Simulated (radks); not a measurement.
Values are calculated unless marked as measured or tabulated.
The nuclear charge of the neodymium ion Nd2+ is varied continuously with 58 electrons held in [Xe] 4f4. Level of theory: Dirac Kohn-Sham, LDA (Slater exchange, Perdew-Wang correlation), spin-unpolarised, spherical densities, point nucleus; open shells fill j = l - 1/2 first (a radial shooting solver on a logarithmic mesh with Libxc functionals). By the Hellmann-Feynman theorem dE/dZ = E(electron-nucleus)/Z, the electronic potential at the nucleus.

| Z | E (hartree) | E(electron-nucleus)/Z (hartree) | HOMO | e(HOMO) (eV) | <r> HOMO (bohr) |
|---|---|---|---|---|---|
| 59.5 | -9427.8025 | -386.820 | 4f5/2 | -7.945 | 1.206 |
| 59.75 | -9524.8020 | -389.175 | 4f5/2 | -11.277 | 1.133 |
| 60 | -9622.3898 | -391.527 | 4f5/2 | -14.951 | 1.077 |
| 60.25 | -9720.5652 | -393.877 | 4f5/2 | -18.904 | 1.032 |
| 60.5 | -9819.3280 | -396.226 | 4f5/2 | -23.100 | 0.9938 |
| 60.75 | -9918.6784 | -398.577 | 4f5/2 | -27.516 | 0.9611 |
| 61 | -10018.6165 | -400.929 | 4f5/2 | -32.134 | 0.9323 |

The central difference of E at Z = 60 is -391.526 hartree, to compare with the third column; the second derivative is -9.4 hartree.
